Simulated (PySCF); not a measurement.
# Energy of Pm²⁺ (promethium, charge +2) between two integer charges

The 4f alpha orbital of [Xe] 4f5 is emptied in steps (occupation f), with all orbitals relaxed, ending at [Xe] 4f4. All numbers are calculated (PySCF 2.14, scalar relativity through the core potential, in def2-SVP with the def2 core potential (28 electrons) (10s6p4d3f1g, 78 functions)). The exact energy is a straight line in f; departures are measured from the line between the end points of the same method.

```json
{"f": "1", "PBE0 (eV)": "0.000", "r2SCAN (eV)": "0.000", "LC-wPBE (eV)": "0.000"}
{"f": "0.8", "PBE0 (eV)": "-0.847", "r2SCAN (eV)": "-1.245", "LC-wPBE (eV)": "-0.479"}
{"f": "0.6", "PBE0 (eV)": "-1.279", "r2SCAN (eV)": "-1.879", "LC-wPBE (eV)": "-0.729"}
{"f": "0.4", "PBE0 (eV)": "-1.287", "r2SCAN (eV)": "-1.890", "LC-wPBE (eV)": "-0.739"}
{"f": "0.2", "PBE0 (eV)": "-0.863", "r2SCAN (eV)": "-1.267", "LC-wPBE (eV)": "-0.499"}
{"f": "0", "PBE0 (eV)": "0.000", "r2SCAN (eV)": "0.000", "LC-wPBE (eV)": "0.000"}
```

Task: For LC-wPBE, how does the orbital energy at f = 1 compare with the removal energy?

Result: −ε = 20.704 eV against a total-energy difference of 23.654 eV. By Janak's theorem ε = ∂E/∂f, so the gap between them reflects the curvature. Along the path −ε is 21.822 (f = 0.8), 22.995 (f = 0.6), 24.220 (f = 0.4), 25.492 (f = 0.2) eV.

```tsv
method	E(f=0) − E(f=1) (eV)	−ε at f=1 (eV)	−ε at f=0.4 (eV)
PBE0	23.348	18.087	24.382
r2SCAN	22.932	15.194	24.453
LC-wPBE	23.654	20.704	24.220
```

Reference removal energy between the ground levels: 22.44 ± 0.08 eV (semi-empirical (NIST evaluation); NIST Atomic Spectra Database, ionization energies). The calculation has no spin-orbit coupling. The determinant left behind need not be the lowest term of the ion.
